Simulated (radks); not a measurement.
Spherical jellium clusters: N electrons in a uniform positive sphere of charge N and radius rs N^(1/3), rs = 3.3 bohr. Calculated with a radial shooting solver with Libxc functionals: non-relativistic Kohn-Sham, LDA (Slater exchange, Perdew-Wang correlation), spin-polarised, spherical densities. Levels are named by radial order and angular momentum (1s, 1p, 1d, 2s, ...), and open shells are averaged over m. Each electron was tried in the lowest free levels, single moves between levels near the top were tried too, and the lowest total energy was kept; such a search can miss a lower state. Energies include the self-energy of the background; IP and EA are vertical (highest electron removed, lowest free level filled), at fixed background; spill-out counts the electrons outside the background radius R, and alpha is the static dipole polarisability from linear response (closed shells only). A dash means not computed or, for alpha, an open shell; in EA it means that no bound solution was reached, which is typical of self-interaction and does not show that the anion is unstable. Real open-shell clusters deform, which this model forbids.

\begin{tabular}{lrrrrrrrr}
N & open shells & 2S & E/N (eV) & E(N+1) + E(N-1) - 2E(N) (eV) & IP (eV) & EA (eV) & -e(HOMO) (eV) & alpha/R^3 \\ \hline
1 & 1s(up 1, down 0) & 1 & -1.010 & - & - & - & 3.378 & - \\
2 & none & 0 & -1.588 & 1.493 & 6.099 & - & 3.705 & 1.820 \\
3 & 1p(up 1, down 0) & 1 & -1.283 & -0.779 & 4.150 & - & 2.266 & - \\
4 & 1p(up 2, down 0) & 2 & -1.325 & -0.597 & 4.872 & - & 2.928 & - \\
5 & 1p(up 3, down 0) & 3 & -1.470 & 0.326 & 5.295 & - & 3.367 & - \\
6 & 1p(up 3, down 1) & 2 & -1.512 & -0.483 & 4.804 & - & 3.066 & - \\
7 & 1p(up 3, down 2) & 1 & -1.611 & -0.358 & 5.191 & 1.816 & 3.449 & - \\
8 & none & 0 & -1.730 & 1.673 & 5.448 & - & 3.727 & 1.552 \\
9 & 1d(up 1, down 0) & 1 & -1.637 & -0.339 & 3.684 & - & 2.158 & - \\
10 & 1d(up 2, down 0) & 2 & -1.596 & -0.299 & 4.021 & - & 2.500 & - \\
11 & 1d(up 3, down 0) & 3 & -1.590 & -0.261 & 4.288 & - & 2.777 & - \\
12 & 1d(up 4, down 0) & 4 & -1.607 & -0.228 & 4.504 & 1.580 & 3.007 & - \\
13 & 1d(up 5, down 0) & 5 & -1.638 & 0.398 & 4.682 & 1.292 & 3.201 & - \\
14 & 1d(up 5, down 1) & 4 & -1.637 & -0.237 & 4.234 & 1.478 & 2.828 & - \\
15 & 1d(up 5, down 2) & 3 & -1.652 & -0.206 & 4.442 & 1.698 & 3.044 & - \\
16 & 1d(up 5, down 3) & 2 & -1.677 & -0.180 & 4.615 & 1.887 & 3.226 & - \\
17 & 1d(up 5, down 4) & 1 & -1.711 & -0.159 & 4.760 & 2.054 & 3.383 & - \\
18 & none & 0 & -1.749 & 0.248 & 4.883 & 1.868 & 3.520 & 1.420 \\
19 & 2s(up 1, down 0) & 1 & -1.770 & 0.212 & 4.601 & 1.743 & 3.277 & - \\
20 & none & 0 & -1.779 & 0.752 & 4.398 & - & 3.120 & 1.463 \\
21 & 1f(up 1, down 0) & 1 & -1.751 & -0.167 & 3.675 & - & 2.416 & - \\
22 & 1f(up 2, down 0) & 2 & -1.733 & -0.154 & 3.825 & 1.360 & 2.574 & - \\
23 & 1f(up 3, down 0) & 3 & -1.723 & -0.143 & 3.958 & 1.508 & 2.716 & - \\
24 & 1f(up 4, down 0) & 4 & -1.720 & -0.132 & 4.078 & 1.642 & 2.844 & - \\
25 & 1f(up 5, down 0) & 5 & -1.723 & -0.122 & 4.185 & 1.765 & 2.960 & - \\
26 & 1f(up 6, down 0) & 6 & -1.730 & -0.113 & 4.283 & 1.879 & 3.066 & - \\
27 & 1f(up 7, down 0) & 7 & -1.741 & 0.358 & 4.372 & 1.531 & 3.164 & - \\
28 & 1f(up 7, down 1) & 6 & -1.738 & -0.125 & 3.989 & 1.665 & 2.814 & - \\
29 & 1f(up 7, down 2) & 5 & -1.739 & -0.115 & 4.099 & 1.786 & 2.930 & - \\
30 & 1f(up 7, down 3) & 4 & -1.745 & -0.107 & 4.198 & 1.898 & 3.036 & - \\
31 & 1f(up 7, down 4) & 3 & -1.753 & -0.099 & 4.288 & 2.001 & 3.133 & - \\
32 & 1f(up 7, down 5) & 2 & -1.764 & -0.093 & 4.371 & 2.097 & 3.222 & - \\
33 & 1f(up 7, down 6) & 1 & -1.778 & -0.086 & 4.446 & 2.186 & 3.305 & - \\
34 & none & 0 & -1.792 & 0.443 & 4.516 & 1.791 & 3.382 & 1.331 \\
35 & 2p(up 1, down 0) & 1 & -1.794 & -0.054 & 4.057 & 1.887 & 2.959 & - \\
36 & 2p(up 2, down 0) & 2 & -1.797 & -0.044 & 4.130 & 1.971 & 3.037 & - \\
37 & 2p(up 3, down 0) & 3 & -1.801 & 0.243 & 4.191 & 1.782 & 3.105 & - \\
38 & 2p(up 3, down 1) & 2 & -1.798 & -0.054 & 3.964 & 1.884 & 2.911 & - \\
39 & 2p(up 3, down 2) & 1 & -1.797 & -0.046 & 4.045 & 1.975 & 2.997 & - \\
40 & none & 0 & -1.797 & 0.316 & 4.114 & 1.650 & 3.072 & 1.413 \\
41 & 1g(up 1, down 0) & 1 & -1.789 & -0.089 & 3.821 & 1.730 & 2.766 & - \\
42 & 1g(up 2, down 0) & 2 & -1.784 & - & 3.888 & 1.806 & 2.838 & - \\
\end{tabular}

All shells are closed at N = 2, 8, 18, 20, 34, 40 (there: 1s2 1p6 1d10 2s2 1f14 2p6); the second difference of the energy has clear peaks (12 % above both neighbours; the first and last values, which can be the largest, are not judged, and half-filled shells can peak too) at N = 5, 8, 13, 18, 20, 27, 34, 37, 40.
